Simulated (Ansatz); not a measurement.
Born–Oppenheimer molecular dynamics of BF3H3N (8 atoms, charge 0, multiplicity 1). It starts at the highest image of a converged band. Of that band: Neighbouring images differ by up to 1.2 eV, so the band resolves the path poorly. A vibrational analysis at the climbing image gives one clearly imaginary mode, 1516i cm⁻¹: a first-order saddle point.

Theory: RHF/def2-SVP (Ansatz 0.2.0).

```yaml
ensemble: NVE (velocity Verlet)
time_step: 0.5 fs
steps_asked: 200
starting_velocities_drawn_for: 300 K
seed: 2540
```

First frame:

```xyz
8
Properties=species:S:1:pos:R:3
B -0.012 0.100 0.249
N -0.027 0.151 1.771
H -0.806 -0.299 2.217
H 0.835 -0.095 2.224
F 1.163 -0.093 -0.326
F -1.099 -0.371 -0.338
F -0.221 1.806 0.326
H -0.178 1.401 1.351
```

(1) How far do the bonds stretch over the last three quarters of this one trajectory? (Pairs bonded in most of those frames.)

Answers

(1) 
| bond | mean (Å) | spread (Å) | shortest | longest |
| --- | --- | --- | --- | --- |
| B1–N2 | 1.407 | 0.021 | 1.38 | 1.46 |
| B1–F5 | 1.316 | 0.014 | 1.29 | 1.35 |
| B1–F6 | 1.316 | 0.013 | 1.29 | 1.35 |
| N2–H3 | 1.006 | 0.036 | 0.95 | 1.06 |
| N2–H4 | 1.005 | 0.042 | 0.94 | 1.07 |
| F7–H8 | 0.903 | 0.015 | 0.88 | 0.93 |

Mean temperature of the second half: 1129 K. The conserved energy stayed within 0.71 meV per atom of its start (net change 0.6 meV per atom), so the integration is sound. The kinetic energy rose, since the run started high on the potential surface and went downhill. It ends in pieces (BF2H2N + FH), so much of that is their flight and rotation, not heat. A run of 0.1 ps of so small a system gives no equilibrium averages. The orbitals stay closed-shell, which can raise the energy where a bond breaks towards radicals; this wasn't checked here.

Run time: 2.4 min on 2 threads of Arm Neoverse V1, on a shared host, peak memory 0.14 GiB.
